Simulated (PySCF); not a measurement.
Stepwise substitution at one centre (In NH2-H). Isolated molecules, 0 K electronic values unless said otherwise. One relaxed conformer stands for each flexible species; it need not be the lowest. Strings in code marks are SMILES.

All values below come from PySCF with TPSSh-D3(BJ)/def2-TZVP // CAM-B3LYP-D3(BJ)/def2-TZVP. All candidates: neutral, multiplicity 1. Delta-SCF ions had no search for a lower state. 

```yaml
HOMO–LUMO gap: 5.47 eV
vertical ionisation energy (Delta-SCF): 10.47 eV
HOMO: -7.64 eV
```

Name which member has these values.
A. `[NH2][InH][NH2]`
B. `[InH3]`
C. `[NH2][InH2]`

B, `[InH3]`. The others give `[NH2][InH2]`: 4.87 eV, 9.06 eV, -6.20 eV; `[NH2][InH][NH2]`: 5.18 eV, 8.31 eV, -5.79 eV
